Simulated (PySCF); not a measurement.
C₉H₁₁OP.
Numbering: `[CH:1]#[C:2][CH2:3][P@@:4](=[O:5])([C:6]#[C:7][CH3:8])[CH:9]1[CH2:10][CH2:11]1`

Cartesian coordinates in Å at the GFN2-xTB level; atoms count from 1:
```
atom  x, y, z in Å
C1    -0.793    2.941    0.919
C2    -0.877    2.309   -0.094
C3    -0.959    1.509   -1.287
P4    -0.284   -0.190   -1.031
O5    -0.345   -1.017   -2.241
C6     1.346    0.078   -0.399
C7     2.490    0.173   -0.033
C8     3.848    0.315    0.432
C9    -1.199   -0.852    0.392
C10   -2.441   -1.621    0.048
C11   -1.223   -2.347    0.504
H12   -0.726    3.511    1.796
H13   -0.391    1.963   -2.106
H14   -1.999    1.387   -1.610
H15    3.858    0.787    1.414
H16    4.317   -0.666    0.503
H17    4.416    0.929   -0.266
H18   -1.177   -0.251    1.291
H19   -3.290   -1.548    0.713
H20   -2.699   -1.699   -0.999
H21   -1.212   -2.788    1.490
H22   -0.669   -2.904   -0.238
```

NICS is the negative of the GIAO shielding at a point without a nucleus: at the ring centre (0) and 1 Å above and below it (1); zz is the component along the ring normal. Level: GIAO PBE0/pcSseg-1 (PySCF, non-relativistic, gas phase) on the GFN2-xTB geometry, one conformer.

Ring bond lengths (Å), with Mayer bond orders in brackets: C9–C10 1.501 (0.93), C10–C11 1.490 (0.98), C11–C9 1.500 (0.94).

Give the NICS values of each ring in ppm.

| ring | type | NICS(0) | NICS(1), two faces | NICS(1)zz, two faces | rms pucker (Å) | centre to ring atoms, mean (Å) |
| --- | --- | --- | --- | --- | --- | --- |
| C9–C10–C11 | 3-membered carbocycle; formal bonds all single | -45.3 | -9.8 / -8.6 | -24.5 / -23.9 | 0.00 | 0.86 |

What do they say, and how far can they be read as aromaticity?

- C9–C10–C11: mean NICS(1)zz -24.2 ppm, shielded. C9, C10, C11 have four or more neighbours; no verdict on aromaticity is drawn. NICS(0) lies 36 ppm below the mean NICS(1).

List the ring angles and the Hirshfeld charges of the ring atoms.

- C9–C10–C11: C9 59.6° (-0.093 e), C10 60.2° (-0.083 e), C11 60.3° (-0.081 e); sum 180.0° against 180° for a flat convex ring.

How shielded are the nuclei of the rings and their hydrogens (means over atoms taken as equivalent)?

```tsv
atoms	environment	σ isotropic (ppm)	principal values of the symmetric part, first atom (ppm)
C9	sp3 carbon bound to phosphorus	175.0	140.6, 164.9, 219.6
C10	three-membered-ring carbon	184.3	159.7, 181.1, 212.2
C11	three-membered-ring carbon	184.1	158.5, 181.8, 212.0
H18	methine hydrogen	30.26	23.2, 29.0, 38.6
H19	methylene hydrogen	31.12	25.6, 26.0, 41.8
H20	methylene hydrogen	30.87	24.7, 29.0, 38.9
H21	methylene hydrogen	30.98	25.5, 25.9, 41.5
H22	methylene hydrogen	30.71	24.6, 28.6, 38.9
```
